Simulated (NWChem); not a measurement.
A series in which one site is exchanged, each optimised at PBE0/def2-SVP with NWChem, gas phase unless a solvent is named. This build's default masses of Se (78.918 u) and Br (79.917 u) are each other's, which moves their modes by up to 0.6 %.

A: [F][Mg][Br] (MgBrF; site = Br)
B: [F][Mg][F] (MgF2; site = F)
C: [Cl][Mg][F] (MgClF; site = Cl)
D: [F][MgH] (MgHF; site = H)

**Question.** Rank them by lowest singlet excitation, PBE/def2-SVPD, TDA (eV), lowest first.

**Answer.** A (4.79), C (5.21), B (5.90), D (6.32)
